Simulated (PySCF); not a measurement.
C7H5F2N (charge +1 and doublet state).
Cartesian coordinates in Å at the GFN2-xTB level; atoms count from 1:
```xyz
15
C7H5F2N angstrom
C      2.9785   -0.4820   -0.0553
C      1.7953   -0.4067   -0.3251
C      0.4365   -0.3193   -0.6386
C     -0.3680    1.0023   -0.4385
C      0.3453    2.1666   -0.0389
N      0.8562    3.1261    0.3076
C     -0.5678   -0.1064    0.5184
C     -1.8332   -0.9474    0.4671
F     -2.3478   -0.9624   -0.7728
F     -1.5779   -2.2122    0.8201
H      4.0126   -0.5452    0.1564
H      0.1186   -0.9185   -1.4889
H     -1.1206    1.1837   -1.2042
H     -0.1341   -0.0303    1.5108
H     -2.5979   -0.5403    1.1600
```

The hyperfine couplings belong to this conformer and change with its torsions.

As a line formula: `[CH+]=[C][C@@H]1[C@H](C#N)[C@H]1C(F)F` [radical] (charge +1).

The calculation used UKS B3LYP, pcH-1 on C F H N, non-relativistic, mean-field spin-orbit, GIAO (PySCF 2.14.0). One conformer (not necessarily the lowest) at the GFN2-xTB geometry, without solvent, vibrations or thermal averaging. The geometry wasn't refined by DFT: couplings that depend on bond lengths, twists or pyramidal angles can differ widely from those at the functional's own minimum, by a factor of two or more for some ions and for spin on atoms past the first row. No stability test was run, so a lower SCF solution isn't excluded.

Question: What is the g tensor, term by term?

Answer: 
| Δg (ppt) | 1 | 2 | 3 |
| --- | --- | --- | --- |
| relativistic mass correction | -0.16 | -0.16 | -0.16 |
| gauge correction | 0.01 | 0.01 | 0.03 |
| orbital Zeeman/spin–orbit | 1.00 | 1.75 | 9.65 |
| total | 0.85 | 1.60 | 9.51 |

So g = 2.00317, 2.00392, 2.01183 and g_iso = 2.00631; the tensor is close to axial: the two nearest values differ by 9 % of g3 − g1. 

Question: What effective moment and Curie constant follow for a powder?

Answer: With the mean of g² = 4.0253 and S(S+1) = 0.75: μ_eff = √(⟨g²⟩S(S+1)) = 1.738 μB and χT = 0.12505·⟨g²⟩·S(S+1) = 0.378 cm³ K/mol (cgs; spin-Hamiltonian part alone).

Question: At 9.577 GHz, how far is the centre of the isotropic spectrum from where a free electron (g = 2.002319) resonates?

Answer: B = hν/(g μB) with μB/h = 13.99624 MHz/mT gives 341.73 mT for the free electron and 341.05 mT at g_iso, 0.68 mT lower.

Question: In a frozen sample, at which fields do the three g values resonate at 9.5, 34, 94 and 263 GHz (hyperfine left aside), and which band first spreads them over more than twice a line width of 0.5 mT?

Answer: 
```
band    GHz  B(g3) mT  B(g2) mT  B(g1) mT  spread mT
   X    9.5    337.38    338.71    338.84       1.46
   Q   34.0   1207.47   1212.24   1212.69       5.22
   W   94.0   3338.29   3351.47   3352.73      14.44
   J  263.0   9340.11   9377.00   9380.51      40.40
```

The spread grows in proportion to the frequency. X band is the first where it exceeds 1.0 mT.

The Mulliken spin populations are largest on C1 (+0.48), C3 (+0.17), C4 (+0.09) and C7 (+0.08).

The HOMO–LUMO gaps are 7.36 eV among the α and 2.02 eV among the β orbitals.

The SMILES draws the unpaired electron on C2; the largest computed Mulliken spin population is on C1 (0.48 against 0.08).
